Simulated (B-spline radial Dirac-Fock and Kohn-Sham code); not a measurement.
# Binding energies of Ta²²⁺

System: tantalum as Ta²²⁺, configuration [Kr] 4d10 4f5; nuclear rms radius 5.3507 fm (A = 181).

The computed values come from a radial finite-basis atomic code: Dirac-Fock (average of configuration) total-energy differences with a finite nucleus, the Breit interaction including its frequency dependence, and self-energy and vacuum-polarisation corrections. Electron correlation is not included. Energies are counted from the vacuum level.

All terms are in eV, carry their sign (relaxation lowers the binding energy) and add up to the binding energy; ⟨r⟩ is the mean radius of the orbital in the initial state.

```
  subshell  −ε (Koopmans)  relaxation    Gaunt  retardation  self-energy  vacuum polarisation  binding energy  ⟨r⟩ (bohr)
    K (1s)        68479.1      -71.37  -240.99        21.87      -141.00                26.34         68073.9       0.019
   L1 (2s)        12431.0      -36.07   -26.40         1.88       -20.15                 3.53         12353.8       0.078
L2 (2p1/2)        11882.6      -40.56   -45.43         4.92        -0.05                 0.14         11801.6       0.065
L3 (2p3/2)        10610.3      -37.55   -31.41         6.61        -1.44                -0.13         10546.4       0.073
   M1 (3s)         3404.4      -14.23    -4.85         0.31        -4.62                 0.79          3381.8       0.204
M2 (3p1/2)         3161.9      -15.16    -8.50         0.81        -0.10                 0.03          3139.0       0.194
M3 (3p3/2)         2882.8      -13.85    -5.64         1.24        -0.36                -0.04          2864.2       0.208
M4 (3d3/2)         2479.4      -16.25    -3.66         0.31         0.34                -0.04          2460.1       0.182
M5 (3d5/2)         2419.5      -15.75    -2.50         0.34         0.17                -0.04          2401.7       0.187
   N1 (4s)         1197.0       -2.92    -1.21         0.10        -1.21                 0.21          1192.0       0.445
N2 (4p1/2)         1093.9       -2.94    -2.06         0.21        -0.02                 0.01          1089.1       0.447
N3 (4p3/2)         1022.5       -2.53    -1.32         0.32        -0.09                -0.01          1018.9       0.473
N4 (4d3/2)          850.6       -2.58    -0.73         0.08         0.08                -0.01           847.4       0.477
N5 (4d5/2)          836.5       -2.43    -0.45         0.09         0.04                -0.01           833.8       0.485
 N6,7 (4f)          631.8       -2.54     0.06        -0.01         0.05                -0.01           629.4       0.483
```

For the deepest level, K (1s), the Breit terms make up -0.322 % of the binding energy, QED -0.168 % and orbital relaxation -0.105 %.

Going to the tabulated ground configuration of the next ion removes an electron from N6,7 (4f), computed at 629.4 eV. NIST lists 660 ± 30 eV as the ionisation energy of this species (theoretical), +30.60 eV from the computed value. Where a p, d or f shell is open in either ion the computed value averages over both j values and all terms, while the table refers to the lowest levels; that difference holds spin-orbit splitting (largest in heavy or highly charged ions), term energies where several electrons share open shells, and correlation, and it can reach 10 % or more.
